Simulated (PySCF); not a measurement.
Worked example: oscillator strength and radiative lifetime

Ge(F)(Br)2(NH2) (Br2FGeH2N), SMILES [NH2][Ge]([F])([Br])[Br].

Geometry optimised at PBE-D3(BJ)/def2-SVP. One conformer was computed; it need not be the lowest.

TDA-PBE/def2-SVPD (PySCF) puts the first singlet state with f over 0.02 at 4.48 eV (vertical), with the transition dipole (0.436, -0.076, 0.161) in atomic units.

Problem. Find the oscillator strength, the wavelength and the radiative lifetime that this transition would have in vacuum if emission retraced absorption.

Solution. 
|μ|² = 0.2218 au, so |μ| = 1.20 D. ΔE = 4.48/27.211 = 0.1646 hartree. f = (2/3) ΔE |μ|² = 0.024 (the program prints 0.024).
λ = 1239.84/4.48 = 277 nm; ν = 36134 cm⁻¹.
Einstein's coefficient A = 0.6670 ν² f s⁻¹ (ν in cm⁻¹) = 2.1e7 s⁻¹, so τ = 1/A = 47 ns. This state is S1. The figure is the radiative limit of this one transition; relaxation, internal conversion, crossing to triplets and a medium change what is measured.
